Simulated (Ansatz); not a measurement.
Start from `[CH3][GeH]([NH2])[F]` and change one element to get `[CH3][GeH]([NH2])[Cl]`.

Ansatz, PBE0-D4/def2-TZVP geometries, multiplicity 1. Each molecule was computed in one conformer, which needn't be the lowest.

Scalar relativity is left out up to krypton.

```json
{"property": "ideal-gas entropy at 298 K and 1 bar (rigid rotor, harmonic PBE0-D4/def2-TZVP) / J/(mol·K)", "`[CH3][GeH]([NH2])[F]`": "336"}
{"property": "LUMO energy (ωB97M-V/def2-TZVPP) / eV", "`[CH3][GeH]([NH2])[F]`": "2.21"}
{"property": "size of the dipole moment (ωB97M-V/def2-TZVPP) / D", "`[CH3][GeH]([NH2])[F]`": "1.75"}
{"property": "HOMO energy (B3LYP/def2-TZVPP) / eV", "`[CH3][GeH]([NH2])[F]`": "-7.58"}
{"property": "zero-point energy (PBE0-D4/def2-TZVP) / kJ/mol", "`[CH3][GeH]([NH2])[F]`": "191.6"}
{"property": "LUMO energy (PBE/def2-TZVPP) / eV", "`[CH3][GeH]([NH2])[F]`": "-0.09"}
```

**Question.** What does the change do to each property? (Best estimate.)

**Answer.** Ansatz gave: 
| property | `[CH3][GeH]([NH2])[Cl]` | shift |
| --- | --- | --- |
| ideal-gas entropy at 298 K and 1 bar (rigid rotor, harmonic PBE0-D4/def2-TZVP) / J/(mol·K) | 347 | 11 |
| LUMO energy (ωB97M-V/def2-TZVPP) / eV | 2.15 | -0.06 |
| size of the dipole moment (ωB97M-V/def2-TZVPP) / D | 1.84 | 0.09 |
| HOMO energy (B3LYP/def2-TZVPP) / eV | -7.49 | 0.09 |
| zero-point energy (PBE0-D4/def2-TZVP) / kJ/mol | 189.7 | -1.9 |
| LUMO energy (PBE/def2-TZVPP) / eV | -0.35 | -0.26 |

With PBE0 the HOMO rises by 0.09 eV and the LUMO falls by 0.16 eV, so the gap narrows by about 0.25 eV. PBE moves the HOMO by 0.02 eV and ωB97M-V by 0.18 eV. Dipoles are sizes alone; their direction can turn.

B3LYP here is the variant with VWN-RPA as its local correlation; programs differ in this.
